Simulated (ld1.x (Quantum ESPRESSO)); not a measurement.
# Cutoff test, S (Z = 16), TM

* Element: sulfur (S)
* Generator: ld1.x (Quantum ESPRESSO) 7.5
* Type: norm-conserving Troullier–Martins (Kleinman–Bylander form)
* Functional: PBE
* Relativity: non-relativistic
* Frozen core: [Ne]
* Valence charge: 6
* Reference configuration: 3s2 3p4
* Partial waves: 3p (bound): rc 1.55 bohr; 3s (bound): rc 1.45 bohr
* Local potential: the s channel
* Core correction: a·sin(br)/r model core inside 1.04 bohr

The pseudo-atom Hamiltonian at the reference potential is diagonalised in spherical Bessel functions j_l(qr) that vanish at 20 bohr, with q² up to the cutoff. All-electron valence levels (Ry): 3p -0.5161, 3s -1.2600.

How do the lowest levels (Ry) of each channel move with the cutoff, and are there ghosts?

```
cutoff (Ry)     p #1    p #2     s #1     s #2    d #1    d #2    f #1  Σ f·Δε (mRy)
          8  -0.4975  0.0314  -1.1168  -0.0188  0.0708  0.1577  0.1174         360.8
         15  -0.5142  0.0308  -1.2253  -0.0245  0.0708  0.1575  0.1174          77.1
         25  -0.5154  0.0308  -1.2540  -0.0263  0.0708  0.1575  0.1174          14.9
         40  -0.5160  0.0308  -1.2565  -0.0264  0.0708  0.1574  0.1174           7.3
         55  -0.5160  0.0308  -1.2595  -0.0265  0.0708  0.1574  0.1174           1.2
         80  -0.5161  0.0308  -1.2598  -0.0266  0.0708  0.1574  0.1174           0.4
        400  -0.5161  0.0308  -1.2600  -0.0266  0.0708  0.1574  0.1174           0.0
```

Result: no extra level below or beside the all-electron valence levels (p, s, d, f tested); 10 mRy is reached at 40 Ry and 1 mRy at 60 Ry.
